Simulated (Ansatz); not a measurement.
Ideal-gas functions of CH3BO2S, SMILES `SC1OBO1` at 800 K and 1 bar, from an Ansatz frequency run at PBE0-D4/def2-TZVP.

Molar mass 89.91 g/mol, point group C1 (symmetry number 1), electronic degeneracy 1, moments of inertia 46.065, 158.362, 183.724 u Å². Harmonic wavenumbers (cm⁻¹, unscaled): 182, 252, 317, 456, 765, 869, 895, 905, 940, 962, 1083, 1181, 1247, 1322, 1353, 2714, 2744, 3115.

Use S(trans) = R[1.5 ln M + 2.5 ln T − 1.1517]; rotational temperatures θ = 24.2544 K / I; S(rot) = R[ln(√π/σ · √(T³/θAθBθC)) + 1.5]; for each mode x = 1.438777 ν̃/T, S = R[x/(eˣ − 1) − ln(1 − e⁻ˣ)] and H = RT x/(eˣ − 1); 1 cm⁻¹ = 0.0119627 kJ/mol; R = 8.31446 J/(mol·K).

Task: By hand: the entropy, in J/(mol·K).

Result: Translation 185.5. Rotation: θ = 0.5265, 0.1532, 0.132 K, giving 119.5. Vibration, mode by mode: 17.64, 14.97, 13.10, 10.19, 6.29, 5.40, 5.20, 5.13, 4.87, 4.72, 3.97, 3.46, 3.15, 2.83, 2.71, 0.37, 0.36, 0.20, in all 104.6. Electronic 0.0. Sum 409.6 J/(mol·K).

Task: By hand: H − E and G − E in kJ/mol, counted from the electronic energy.

Result: Zero-point energy ½ × 21302 × 0.0119627 = 127.4; thermal vibration 45.9; translation, rotation and pV give 4 RT = 26.6. H − E = 199.9 kJ/mol, and G − E = 199.9 − 800 × 409.6/1000 = -127.8 kJ/mol.

Vibration gives 26 % of the entropy. The sum counts one conformer and one mirror image; others add a mixing term.
